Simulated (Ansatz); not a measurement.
CuN2Cl2H6⁻, that is cis-Cu(NH3)2Cl2 with one electron more. The state is a triplet with charge -1. Geometry r2SCAN-D4/def2-SVP, that of the neutral doublet; atoms count from 1.

```
atom   x (Å)   y (Å)   z (Å)
 Cu1   0.537   0.512   0.424
  N2  -1.218   0.891  -0.632
  H3  -1.486   1.727  -0.095
  H4  -1.992   0.224  -0.611
  H5  -1.084   1.177  -1.604
  N6   0.532  -1.545   0.091
  H7   1.553  -1.662   0.141
  H8   0.200  -1.928  -0.796
  H9   0.120  -2.101   0.842
Cl10   2.741   0.331   0.678
Cl11   0.097   2.373   1.563
```

The highest occupied level of the charge -1 triplet lies above zero (up to 1.13 eV). Energy differences put its binding near zero (0.04 eV; vertical, to the charge 0 doublet, at PBE0-D4/def2-TZVPD), which leaves it undecided. At PBE0-D4/def2-TZVPD a singlet of charge -1 lies 1.45 eV below the triplet at the same geometry.

Question: Estimate the Mulliken populations from the PBE0/def2-TZVPD orbitals of Ansatz.

Answer: 
| atom | charge (e) | spin (α − β) | d electrons |
| --- | --- | --- | --- |
| Cu1 | -1.88 | 2.42 | 9.34 |
| N2 | -0.49 | 0.20 | – |
| H3 | 0.39 | -0.02 | – |
| H4 | 0.52 | -0.28 | – |
| H5 | 0.37 | -0.14 | – |
| N6 | -0.48 | 0.20 | – |
| H7 | 0.39 | -0.02 | – |
| H8 | 0.52 | -0.28 | – |
| H9 | 0.37 | -0.13 | – |
| Cl10 | -0.35 | 0.02 | – |
| Cl11 | -0.35 | 0.02 | – |
Mulliken values and Mayer orders depend strongly on the basis. With diffuse functions, as here, like atoms can get unlike values, and bond orders can come out too low or too high.

Question: Where does the spin sit?

Answer: Summed by element: Cu 2.42, N 0.41, H -0.87, Cl 0.05, of 2 unpaired in all. Largest on single atoms: Cu1 2.42, H8 -0.28, H4 -0.28.

Question: And the Mayer bond orders between bonded heavy atoms (over 0.3)?

Answer: Cu1–N2 0.47 (2.08 Å); Cu1–N6 0.46 (2.08 Å).
